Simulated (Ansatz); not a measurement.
Cost and result up the ladder for the cluster B7N7 (the lowest singlet isomer of a short search) (14 atoms). Charge 0, multiplicity 1. Geometry: PBE-D4/def2-SVP.

Cartesian coordinates in Å:
```
B -1.642 -0.808 -2.105
B 0.835 -2.424 1.098
B 1.688 -0.431 2.177
B -0.647 -2.592 -0.807
B -1.400 1.584 -1.817
B -0.104 2.783 -0.162
B 1.270 1.887 1.616
N -1.853 0.473 -2.389
N 1.803 0.887 2.311
N 1.537 -1.738 1.995
N 0.115 -3.056 0.178
N 0.711 2.846 0.886
N -1.395 -2.071 -1.774
N -0.917 2.660 -1.206
```

Ansatz on 4 threads of Intel Xeon Platinum 8488C on a shared host. Times are rough, and most runs start from the orbitals of an earlier one. PBE0-D4/def2-TZVP serves as the yardstick here, not as an exact answer. Differences are given only for rows in sets of like size (and for xTB, whose basis is part of the method), since another set adds its own error. Binding counts from free atoms at the same level (B doublet, N quartet; other spins of the atoms weren't run), without zero-point energy or a counterpoise term.

Correlated methods freeze 14 core orbitals. The rows differ in basis, and correlated rows in double-zeta sets carry the largest basis error. The structure comes from a short search, and lower isomers may exist.

Correlated methods converge slowly with the basis, most of all in double-zeta sets.

| level | functions | wall time | binding energy per atom (eV) | difference from PBE0-D4/def2-TZVP (eV) |
| --- | --- | --- | --- | --- |
| HF/STO-3G | 70 | 0.4 s | 4.14 | – |
| PBE-D4/def2-SVP | 196 | 1.6 s | 6.27 | – |
| MP2/def2-SVP | 196 | 2.5 s | 5.73 | – |
| PBE0-D4/def2-SVP | 196 | 2.7 s | 6.03 | – |
| PBE-D4/def2-TZVP | 434 | 6.5 s | 6.14 | 0.23 |
| r2SCAN-D4/def2-TZVP (with forces) | 434 | 9 s | 5.86 | -0.05 |
| PBE0-D4/def2-TZVP | 434 | 12 s | 5.91 | 0.00 |
| B97M-V/def2-TZVP | 434 | 13 s | 5.88 | -0.03 |
| r2SCANh-D4/def2-TZVP | 434 | 14 s | 5.79 | -0.12 |
